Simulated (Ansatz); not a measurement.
Ideal-gas functions of CH3NTeZn (`C1[NH][Zn][Te]1`) at 500 K and 1 bar, from an Ansatz frequency run at PBE0-D4/def2-TZVP.

Molar mass 222.03 g/mol, point group C1 (symmetry number 1), electronic degeneracy 1, moments of inertia 94.896, 320.467, 409.789 u Å². Harmonic wavenumbers (cm⁻¹, unscaled): 109, 181, 253, 391, 556, 657, 799, 992, 1086, 1171, 1329, 1477, 3086, 3167, 3540.

Use S(trans) = R[1.5 ln M + 2.5 ln T − 1.1517]; rotational temperatures θ = 24.2544 K / I; S(rot) = R[ln(√π/σ · √(T³/θAθBθC)) + 1.5]; for each mode x = 1.438777 ν̃/T, S = R[x/(eˣ − 1) − ln(1 − e⁻ˣ)] and H = RT x/(eˣ − 1); 1 cm⁻¹ = 0.0119627 kJ/mol; R = 8.31446 J/(mol·K).

Q: By hand: the entropy, in J/(mol·K).

A: Translation 187.0. Rotation: θ = 0.2556, 0.0757, 0.0592 K, giving 122.9. Vibration, mode by mode: 17.99, 13.83, 11.13, 7.76, 5.24, 4.16, 3.01, 1.94, 1.57, 1.29, 0.89, 0.63, 0.01, 0.01, 0.00, in all 69.5. Electronic 0.0. Sum 379.4 J/(mol·K).

Q: By hand: H − E and G − E in kJ/mol, counted from the electronic energy.

A: Zero-point energy ½ × 18794 × 0.0119627 = 112.4; thermal vibration 18.4; translation, rotation and pV give 4 RT = 16.6. H − E = 147.4 kJ/mol, and G − E = 147.4 − 500 × 379.4/1000 = -42.3 kJ/mol.

Vibration gives 18 % of the entropy, 18.0 J/(mol·K) of it from the mode under 150 cm⁻¹: soft modes count most, and the harmonic formula is weakest for them. The sum counts one conformer and one mirror image; others add a mixing term.
